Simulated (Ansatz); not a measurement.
CH7GeNO (`N[CH](O)[GeH3]`), relaxed with RKS PBE0-D4/def2-TZVP in the Gaussian-basis code of Ansatz from a PBE-D4/def2-SVP geometry. The force threshold is 0.005 eV/Å; the program also tests the step.

The species carries charge 0 and has multiplicity 1.

Start:

```xyz
11

N    -0.873   -1.329   -0.108
C    -0.581    0.084   -0.123
O    -1.240    0.642    1.010
Ge    1.402    0.341    0.083
H    -0.391   -1.807   -0.878
H    -1.884   -1.479   -0.244
H    -0.921    0.629   -1.050
H    -1.270    1.607    0.873
H     1.677    1.873    0.106
H     1.868   -0.276    1.423
H     2.212   -0.285   -1.093
```

```tsv
step	energy (eV)	largest force (eV/Å)	largest move (Å)
1	-61195.2514	0.712	0.000
2	-61195.2849	0.255	0.026
3	-61195.2888	0.066	0.019
4	-61195.2895	0.042	0.012
5	-61195.2899	0.022	0.018
6	-61195.2901	0.026	0.017
7 (rejected)	-61195.2901	0.051	0.007
8	-61195.2902	0.006	0.003
9	-61195.2903	0.026	0.015
10	-61195.2903	0.012	0.008
11	-61195.2903	0.004	0.002
```

End:

```xyz
11

N    -0.883   -1.305   -0.114
C    -0.570    0.095   -0.112
O    -1.245    0.646    1.007
Ge    1.398    0.341    0.081
H    -0.333   -1.814   -0.793
H    -1.866   -1.457   -0.312
H    -0.906    0.628   -1.020
H    -1.313    1.596    0.878
H     1.691    1.854    0.096
H     1.872   -0.293    1.395
H     2.154   -0.292   -1.107
```

Hardware: 4 threads of an Arm Neoverse V1 on a shared host. Wall time 37 s, peak host memory 0.46 GiB.
